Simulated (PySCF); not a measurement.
A structure optimised at PBE0-D3(BJ)/def2-TZVPD, used in a PySCF frequency run:

```xyz
2

Al     0.0000     0.0000    -0.6170
O      0.0000     0.0000     1.0026
```
Charge 0, spin multiplicity 2.

Question: Write its SMILES, formula and point group.

Answer: [O]=[Al], AlO, C∞v

Question: What are its rotational constants (standard atomic weights)?

Answer: 19.182 GHz (linear rotor, B only)
